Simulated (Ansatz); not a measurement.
Total energies of CH9GeN3O, SMILES `C[O][Ge]([NH2])([NH2])[NH2]`.

| atom | x (Å) | y (Å) | z (Å) |
| --- | --- | --- | --- |
| C1 | 2.069 | 0.400 | 0.632 |
| O2 | 0.878 | 1.038 | 0.241 |
| Ge3 | -0.535 | 0.060 | -0.216 |
| N4 | 0.020 | -1.087 | -1.522 |
| N5 | -1.716 | 1.368 | -0.668 |
| N6 | -1.235 | -1.055 | 1.047 |
| H7 | 2.846 | 1.161 | 0.732 |
| H8 | 2.402 | -0.342 | -0.104 |
| H9 | 1.962 | -0.106 | 1.601 |
| H10 | 0.325 | -0.629 | -2.369 |
| H11 | -0.665 | -1.791 | -1.760 |
| H12 | -2.684 | 1.177 | -0.455 |
| H13 | -1.455 | 2.281 | -0.327 |
| H14 | -1.540 | -0.612 | 1.901 |
| H15 | -0.673 | -1.864 | 1.266 |

Total charge 0; spin multiplicity 1. Correlated methods include outer-core shells of Ge, which these sets cover unevenly. Scalar relativity is left out up to krypton. The geometry is a stationary point of PBE0-D4/def2-TZVP. It is one conformer, not always the lowest. Basis def2-TZVPP, Ansatz 0.2.0.

RPA on PBE orbitals: Hartree–Fock energy of these orbitals -2356.80537 Eh, correlation -2.06230 Eh (frozen core).

```json
{"functional": "revPBE", "energy without D4 (Eh)": "-2359.94398", "D4 term (kJ/mol)": "-94.4"}
{"functional": "BLYP", "energy without D4 (Eh)": "-2360.15941", "D4 term (kJ/mol)": "-69.4"}
{"functional": "r2SCAN", "energy without D4 (Eh)": "-2360.04205", "D4 term (kJ/mol)": "-8.5"}
{"functional": "B97M-V", "energy without D4 (Eh)": "-2359.76314", "D4 term (kJ/mol)": "–"}
{"functional": "B3LYP", "energy without D4 (Eh)": "-2360.25399", "D4 term (kJ/mol)": "-51.3"}
{"functional": "r2SCAN0", "energy without D4 (Eh)": "-2359.98663", "D4 term (kJ/mol)": "-9.8"}
{"functional": "BHLYP", "energy without D4 (Eh)": "-2360.02201", "D4 term (kJ/mol)": "-38.9"}
{"functional": "CAM-B3LYP", "energy without D4 (Eh)": "-2360.20827", "D4 term (kJ/mol)": "-27.9"}
{"functional": "LC-ωPBE", "energy without D4 (Eh)": "-2359.76981", "D4 term (kJ/mol)": "–"}
{"functional": "ωB97X-V", "energy without D4 (Eh)": "-2359.92733", "D4 term (kJ/mol)": "–"}
```

(1) Give the same for LDA (SPW92), PBE, PBE0, r2SCANh, HSE06 (plane-wave form), ωB97M-V, B2PLYP, PBE-QIDH. (An estimate is asked.)

B3LYP takes the VWN-RPA correlation (the form of Gaussian; ORCA's B3LYP/G). HSE06 is the plane-wave form, built on full-range PBE exchange. The double hybrids freeze the cores in their second-order part.

## Answers

(1) The calculation gave: 
```
             functional  energy without D4 (Eh)  D4 term (kJ/mol)
            LDA (SPW92)             -2354.76277                 –
                    PBE             -2359.54655             -32.2
                   PBE0             -2359.61950             -27.5
                r2SCANh             -2360.01914              -9.0
HSE06 (plane-wave form)             -2359.60578             -25.6
                ωB97M-V             -2359.97823                 –
                 B2PLYP             -2359.62235                 –
               PBE-QIDH             -2359.26387                 –
```

LC-ωPBE has ω = 0.4 bohr⁻¹.
